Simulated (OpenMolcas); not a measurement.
# Ce²⁺: effect of the level shift or regulariser

| Quantity | Value |
| --- | --- |
| Program | OpenMolcas 26.06 |
| Basis | ANO-R2 [8s6p5d2f1g] |
| Scalar Hamiltonian | X2C, finite nucleus |
| Active space | 2 electrons in 7 orbitals (4f) |
| State averaging | 2S+1 = 3 even, 21 roots; 2S+1 = 1 even, 28 roots |
| Spin-orbit coupling | state interaction with AMFI integrals over the reference wave functions, term energies averaged over their components |

Methods on the same reference wave functions:
A. CASSCF
B. SS-CASPT2, IPEA 0.25 Eh, imaginary shift 0.1 Eh (closed shells correlated: 5s 5p)
C. SS-CASPT2, IPEA 0.25 Eh, imaginary shift 0.3 Eh (closed shells correlated: 5s 5p)

Energies in cm-1 above 4f2 3H4, the measured ground level; measured values from Martin, Zalubas and Hagan, Atomic Energy Levels: The Rare-Earth Elements, NSRDS-NBS 60 (1978).

| Level | A | B | C | Measured |
| --- | --- | --- | --- | --- |
| 4f2 3H4 | 0.0 | 0.0 | 0.0 | 0.0 |
| 4f2 3H5 | 1656 | 1678 | 1677 | 1528 |
| 4f2 3H6 | 3431 | 3450 | 3450 | 3127 |
| 4f2 3F2 | 5605 | 4600 | 4580 | 3763 |
| 4f2 3F3 | 6659 | 5670 | 5660 | 4765 |
| 4f2 1D2 | 19255 | 16920 | 16250 | 12835 |
| 4f2 1I6 | 23012 | 19940 | 19940 | 17421 |
| 4f2 3P0 | 24553 | 21510 | 21330 | 16072 |
| 4f2 3P1 | 25003 | 21990 | 21810 | 16524 |
| 4f2 3P2 | 25849 | 22870 | 22660 | 17317 |
| 4f2 1S0 | 52697 | 44880 | 44590 | 32839 |

Deviations, from unrounded energies. A percentage is the sum of absolute deviations over the sum of measured energies, with the sign that they share, or ± where signs differ.

| Against measurement | Levels | A | B | C |
| --- | --- | --- | --- | --- |
| mean absolute deviation (cm-1) | 10 | 6200 | 3700 | 3600 |
| fine structure of the ground term (%) | 2 | +9.3 | +10.1 | +10.1 |
| other terms of the ground configuration (%) | 8 | +50.3 | +30.3 | +29.0 |

B, C lie about equally close to measurement and A furthest from it. The largest miss of C in the table is 4f2 1S0, by +12000 cm-1. The ranking rests on the paired levels alone, and a cruder setting can come out closer through cancelling errors.

Between B and C the level of the table that moves most is 4f2 1D2, by 670 cm-1 (lowest in C, highest in B). Moves below CASPT2's spread within the term are not significant.

The mean deviations of B to C differ by less than CASPT2's widest spread within a term (930 cm-1), so their order carries little weight.

From A to B the spin-free energies of the other terms of 4f2 shown, above 3H, scale by factors of 0.80 to 0.87, as is usual when dynamic correlation screens the repulsion within a d or f shell.

The lowest spin-free term lies below A's lowest term by 0.228 hartree in B, 0.228 hartree in C.

CASPT2 does not keep the components of a term degenerate, so their means are used; among the terms shown or strongly mixed into the levels shown the widest spread is 930 cm-1 (4f2 1I, B). Over all roots computed the reference weight is 0.85 to 0.93 in B; the roots of lowest weight are the least certain, and an intruder state may touch them. Without dynamic correlation excited terms often stand tens of per cent too high (terms of higher spin than the ground term too low), and those without a measured partner can miss by more than the paired ones (holds for A). Some levels mix across a computed gap that differs much from the measured one, so their mixing is not that of the real levels (holds for B; C). Some terms miss by over 15 % even with CASPT2, which points to a basis or an active space too small for the shells correlated (holds for B; C). Computed and measured levels are paired by configuration, term and J; levels that our copy of the source lacks, or whose pairing is in doubt (as where it misses far off the trend of its configuration), stay unpaired and out of the deviations. Only configurations of the active space appear. The table leaves out levels that lie high or whose names do not pair safely across all columns.
